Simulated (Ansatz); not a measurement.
Energy needed to pull apart CH2STe (SMILES S=C[TeH]), closed shell, into free ground-state atoms, from the structure below (displaced at random from a GFN2-xTB minimum); no zero-point or spin–orbit terms; open-shell atoms are treated unrestricted, in their ground-state multiplicity.

| atom | x (Å) | y (Å) | z (Å) |
| --- | --- | --- | --- |
| S1 | -0.8788 | -1.9727 | -0.6679 |
| C2 | -0.3361 | -0.4982 | 0.0277 |
| Te3 | 1.0364 | 0.8595 | -0.8252 |
| H4 | -0.7197 | -0.2133 | 1.1957 |
| H5 | 0.9957 | 1.9339 | 0.6887 |

Computed with Ansatz 0.2.0 (basis: def2-TZVPP); correlated methods freeze the cores. Filled d shells of the heavier atoms are correlated. Core potentials replace the inner electrons of the atoms past krypton. The def2 sets are not built for correlating such inner shells, so the correlated values are less sure here.

| method | atomization energy (kJ/mol) |
| --- | --- |
| PBE-D4 | 1487 |
| BLYP-D4 | 1444 |
| r2SCAN-D4 | 1413 |
| B97M-V | 1418 |
| PBE0-D4 | 1405 |
| wB97M-V | 1381 |
| HF | 810 |
| MP2 | ? |
| CCSD | ? |
| CCSD(T) | 1349 |

Q: What does CCSD give? (An estimate is asked for; the value comes from the calculation.)

A: The calculation gives: 1292 kJ/mol, which is about 57 kJ/mol less than CCSD(T)/def2-TZVPP.

Q: What does MP2 give? (To be estimated.)

A: By the calculation: 1371 kJ/mol, which is about 22 kJ/mol more than CCSD(T)/def2-TZVPP.

In triple zeta the MP2 and coupled-cluster atomization energies are still short of their basis limit by a few kcal/mol a bond, whereas those of the functionals are nearly converged, so these differences are not deviations from converged CCSD(T).

No T1 diagnostic of these runs exceeds 0.020. The restricted Hartree–Fock reference is unstable towards an unrestricted one here.

For scale, one of the runs: CCSD(T)/def2-TZVPP forces, 151 basis functions (an equivalent command: `ansatz run in.yaml --threads 4`). Hardware: 4 CPU threads, shared host. Wall time 100 s; peak host memory 2 GiB.
